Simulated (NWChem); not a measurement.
MnCl2, sextet; SMILES [Cl][Mn][Cl]

```xyz
3

Mn     0.0000     0.0000     0.0117
Cl     2.1914     0.0000    -0.0096
Cl    -2.1914     0.0000    -0.0096
```
Atoms are numbered in this order, from 1.

Level: B3LYP/6-31G* (spherical d), spin-unrestricted (NWChem), optimised geometry, unscaled harmonic frequencies. 

Task: List the harmonic frequencies with IR intensities, and the thermochemistry.

Result: 
```json
[
 {"frequency (cm⁻¹)": "75", "IR intensity (km/mol)": "28.9"},
 {"frequency (cm⁻¹)": "331", "IR intensity (km/mol)": "0.0"},
 {"frequency (cm⁻¹)": "479", "IR intensity (km/mol)": "147.9"}
]
```

```
Quantity                                                                            Value
-----------------------------------------------------------------------  ----------------
zero-point energy                                                            1.3 kcal/mol
thermal correction to the enthalpy at 298.15 K (with zero-point energy)      4.5 kcal/mol
heat capacity Cv                                                         10.8 cal/(mol K)
dipole moment                                                                      0.10 D
```

Rigid rotor and harmonic oscillator; modes under 100 cm⁻¹ make the entropy uncertain.
